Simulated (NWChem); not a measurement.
**Basis-set convergence for H3Al**

SMILES: [AlH3]
```xyz
4

Al     0.0000     0.0000     0.0000
H      0.0000     0.0000     1.6008
H      1.3864     0.0000    -0.8004
H     -1.3864     0.0000    -0.8004
```
Charge 0, spin multiplicity 1.

Program: NWChem. Structure: optimised with PBE/def2-SVP, a minimum by its harmonic frequencies.

Quantity: vertical ionisation energy at the level ΔPBE0 (Δ: difference of total energies, the cation a doublet at the parent's geometry with its hole in an orbital of symmetry a1 (C2v labels); it is the state that the SCF runs reached, from PBE0 orbitals for Hartree-Fock references, and need not be the lowest).

The Pople sets run with spherical d functions. The structure started from a generated list of species. The stability of the SCF solutions was not checked.

| basis | functions | vertical ionisation energy (eV) |
|---|---|---|
| 6-31+G* | 28 | ___ |
| def2-SVP | 33 | ___ |
| 6-311G** | 44 | 11.11 |
| def2-SVPD | 48 | 11.10 |
| def2-TZVPD | 70 | 11.10 |
| def2-TZVPP | 84 | 11.11 |
| cc-pVQZ | 149 | 11.10 |
| def2-QZVP | 160 | 11.10 |

**Question.** Complete the blanks.

**Answer.** 
- 6-31+G*, vertical ionisation energy (eV): 11.16
- def2-SVP, vertical ionisation energy (eV): 11.13
